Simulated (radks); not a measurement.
Initial-state core-level shifts of neutral nickel when its valence configuration changes from [Ar] 3d8 4s2. All-electron calculation, non-relativistic Kohn-Sham, PBE, spin-polarised, spherical densities, point nucleus; open shells are filled with parallel spins first. Program: a radial shooting solver on a logarithmic mesh with Libxc functionals. Shifts are changes of the shell-averaged eigenvalues in eV (positive: less bound); the change of the density at the nucleus, which sets a Mossbauer isomer shift, is in e/bohr^3, on a base of 1.496e+04.

| valence | 2s | 2p | 3s | 3p | density at nucleus |
|---|---|---|---|---|---|
| 3d6 4s2 4p2 | -19.310 | -19.151 | -16.594 | -16.235 | +10.185 |
| 3d9 4s1 | +5.732 | +5.675 | +5.217 | +5.101 | -7.087 |
| 3d8 4s1 4p1 | -1.488 | -1.491 | -1.560 | -1.559 | -4.749 |
| 3d10 | +9.247 | +9.149 | +8.546 | +8.356 | -12.042 |
| 3d7 4s2 4p1 | -9.085 | -9.013 | -8.080 | -7.918 | +4.694 |
| 3d7 4s1 4p2 | -10.174 | -10.100 | -9.189 | -9.017 | -1.528 |
| 3d8 4s1.5 4p0.5 | -0.847 | -0.850 | -0.884 | -0.884 | -2.246 |
| 3d9 4p1 | +3.983 | +3.916 | +3.318 | +3.188 | -11.733 |
| 3d7.5 4s0.5 4p2 | -6.406 | -6.375 | -6.073 | -5.992 | -6.513 |
